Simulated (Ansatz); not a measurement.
Ideal-gas functions of `N[PH][Zn][F]` at 298.15 K and 1 bar, from an Ansatz frequency run at PBE0-D4/def2-TZVP.

Molar mass 132.39 g/mol, point group C1 (symmetry number 1), electronic degeneracy 1, moments of inertia 32.5, 310.199, 336.983 u Å². Harmonic wavenumbers (cm⁻¹, unscaled): 86, 112, 198, 261, 343, 458, 625, 651, 824, 903, 1046, 1606, 2380, 3590, 3688.

Use S(trans) = R[1.5 ln M + 2.5 ln T − 1.1517]; rotational temperatures θ = 24.2544 K / I; S(rot) = R[ln(√π/σ · √(T³/θAθBθC)) + 1.5]; for each mode x = 1.438777 ν̃/T, S = R[x/(eˣ − 1) − ln(1 − e⁻ˣ)] and H = RT x/(eˣ − 1); 1 cm⁻¹ = 0.0119627 kJ/mol; R = 8.31446 J/(mol·K).

Problem. By hand: the entropy, in J/(mol·K).

Solution. Translation 169.8. Rotation: θ = 0.7463, 0.0782, 0.072 K, giving 111.0. Vibration, mode by mode: 15.69, 13.53, 9.00, 6.92, 5.01, 3.23, 1.71, 1.55, 0.79, 0.58, 0.32, 0.03, 0.00, 0.00, 0.00, in all 58.4. Electronic 0.0. Sum 339.2 J/(mol·K).

Problem. By hand: H − E and G − E in kJ/mol, counted from the electronic energy.

Solution. Zero-point energy ½ × 16771 × 0.0119627 = 100.3; thermal vibration 9.4; translation, rotation and pV give 4 RT = 9.9. H − E = 119.6 kJ/mol, and G − E = 119.6 − 298.15 × 339.2/1000 = 18.5 kJ/mol.

Vibration gives 17 % of the entropy, 29.2 J/(mol·K) of it from the modes under 150 cm⁻¹: soft modes count most, and the harmonic formula is weakest for them. The sum counts one conformer and one mirror image; others add a mixing term.
